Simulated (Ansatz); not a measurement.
System: C3H12NSi (charge +1, singlet). It need not be the lowest isomer of its formula. 
Structure (B3LYP-D3(BJ)/def2-TZVP (Ansatz, a quantum-chemistry and plane-wave program) minimum search):
SMILES: C[Si](C)(C)[NH3+]
```xyz
17

C      1.1188    -1.5253    -0.0999
Si     0.0712    -0.0020    -0.1574
C     -1.4098    -0.0941    -1.2617
C      0.9951     1.6001    -0.1946
N     -0.7265     0.0199     1.6057
H      1.6282    -1.6432    -1.0600
H      1.8931    -1.4691     0.6680
H      0.5291    -2.4299     0.0623
H     -2.0656     0.7720    -1.1513
H     -1.9957    -1.0007    -1.0972
H     -1.0768    -0.1127    -2.3028
H      1.7698     1.6514     0.5731
H      0.3355     2.4634    -0.0854
H      1.4954     1.6998    -1.1615
H     -1.3514     0.8179     1.7303
H     -1.2774    -0.8212     1.7841
H     -0.0206     0.0759     2.3416
```
Charge +1, spin multiplicity 1.

Basis-set convergence of Hartree-Fock and CCSD(T) correlation energies (hartree) with Ansatz. Cores are frozen in the correlated levels unless marked. Spin-orbit coupling is left out. Non-relativistic.

```csv
basis,functions,E(HF),"E(corr, CCSD(T))"
cc-pV(D+d)Z,139,-463.84304,-0.80660
cc-pV(T+d)Z,327,-463.91437,-0.97290
cc-pV(Q+d)Z,644,-463.92917,-1.02268
```

Extrapolating the two largest sets (X = 3 and 4) as X^-3: E(corr) = (64·(-1.02268) - 27·(-0.97290))/37 = -1.0590 Eh, an estimate of the basis-set limit. The largest set recovers 96.6 % of it, the smallest 76.2 %.
